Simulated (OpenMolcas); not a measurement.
# Ne3+: effect of the IPEA shift

```json
{"Program": "OpenMolcas", "Basis": "ANO-RCC-VTZP [4s3p2d1f]", "Scalar Hamiltonian": "DKH2, point nucleus", "Active space": "5 electrons in 8 orbitals (2s 2p 3s 3p)", "State averaging": "2S+1 = 4 odd, 1 root; 2S+1 = 2 odd, 8 roots; 2S+1 = 4 even, 3 roots; 2S+1 = 2 even, 6 roots", "Spin-orbit coupling": "state interaction with AMFI integrals over the reference wave functions, term energies averaged over their components"}
```

Methods on the same reference wave functions:
A. CASSCF
B. SS-CASPT2, IPEA 0 Eh, imaginary shift 0.1 Eh (closed shells correlated: 1s)
C. SS-CASPT2, IPEA 0.25 Eh, imaginary shift 0.1 Eh (closed shells correlated: 1s)

Energies in cm-1 above 2s2 2p3 4S* 3/2, the measured ground level; measured values from Moore, Atomic Energy Levels, vol. I, NSRDS-NBS 35 (1971 reprint of NBS Circular 467, 1949).

| Level | A | B | C | Measured |
| --- | --- | --- | --- | --- |
| 2s2 2p3 4S* 3/2 | 0.0 | 0.0 | 0.0 | 0.0 |
| 2s2 2p3 2D* 3/2 | 45010 | 42330 | 42380 |  |
| 2s2 2p3 2D* 5/2 | 45056 | 42370 | 42420 |  |
| 2s2 2p3 2P* 1/2 | 61586 | 63480 | 63400 |  |
| 2s2 2p3 2P* 3/2 | 61628 | 63510 | 63440 |  |
| 2s 2p4 4P 5/2 | 183921 | 184470 | 184360 | 183860 |
| 2s 2p4 4P 3/2 | 184459 | 185010 | 184900 | 184477 |
| 2s 2p4 4P 1/2 | 184776 | 185330 | 185220 | 184799 |
| 2s 2p4 2D 3/2 | 264701 | 255860 | 256200 |  |
| 2s 2p4 2D 5/2 | 264715 | 255880 | 256210 |  |

Deviations, from unrounded energies. A percentage is the sum of absolute deviations over the sum of measured energies, with the sign that they share, or ± where signs differ.

| Against measurement | Levels | A | B | C |
| --- | --- | --- | --- | --- |
| mean absolute deviation (cm-1) | 3 | 34 | 560 | 450 |
| other configurations (%) | 3 | ±0.0 | +0.3 | +0.2 |

A lies closest to measurement on these levels and B furthest from it. The largest miss of A in the table is 2s 2p4 4P 5/2, by +61 cm-1. The ranking rests on the paired levels alone, and a cruder setting can come out closer through cancelling errors.

Between B and C the level of the table that moves most is 2s 2p4 2D 3/2, by 340 cm-1 (lowest in B, highest in C). Moves below CASPT2's spread within the term are not significant.

The mean deviations of B to C differ by less than CASPT2's widest spread within a term (130 cm-1), so their order carries little weight.

From A to B the spin-free energies of the other terms of 2s2 2p3 shown, above 4S*, scale by factors of 0.94 to 1.03.

The lowest spin-free term lies below A's lowest term by 0.091 hartree in B, 0.090 hartree in C.

CASPT2 does not keep the components of a term degenerate, so their means are used; among the terms shown or strongly mixed into the levels shown the widest spread is 130 cm-1 (2s 2p4 2D, C). Active for correlation alone: 3p 3s; no level in the range computed is led by a configuration that fills them, so any true level of that kind is missing. Computed and measured levels are paired by configuration, term and J; levels that our copy of the source lacks, or whose pairing is in doubt (as where it misses far off the trend of its configuration), stay unpaired and out of the deviations. Only configurations of the active space appear. Levels that lie high or do not pair safely by name in every column are left out.

* marks odd parity.
